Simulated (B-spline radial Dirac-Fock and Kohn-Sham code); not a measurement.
A summary of the ionisation energies of rhodium (Z = 45) against charge, from ΔSCF Dirac-Fock with Breit, self-energy and vacuum polarisation, finite nucleus, configuration average and from the NIST table. The largest relative steps of the computed values, from charge +5 on, come at Rh⁹⁺ (36 electrons left, 133.8 to 208.0 eV); Rh¹⁷⁺ (28 electrons left, 414.7 to 740.4 eV); Rh³⁵⁺ (10 electrons left, 2128.4 to 5060.7 eV); Rh⁴³⁺ (2 electrons left, 6623.1 to 27484.8 eV). The median of |NIST − computed| / NIST over the 45 ions is 0.71 %.

| charge | computed (eV) | NIST (eV) |
| --- | --- | --- |
| 0 | 6.07 | 7.4589 |
| 3 | 45.34 | 42 |
| 6 | 95.68 | 97 |
| 9 | 208.0 | 207.51 |
| 12 | 278.0 | 277 |
| 15 | 386.6 | 389.3 |
| 18 | 800.6 | 794 |
| 21 | 991.0 | 984 |
| 24 | 1195.8 | 1202 |
| 27 | 1555.1 | 1544 |
| 30 | 1757.2 | 1763 |
| 33 | 2056.3 | 2063 |
| 36 | 5254.1 | 5203 |
| 39 | 5852.4 | 5940 |
| 42 | 6623.1 | 6623.262 |
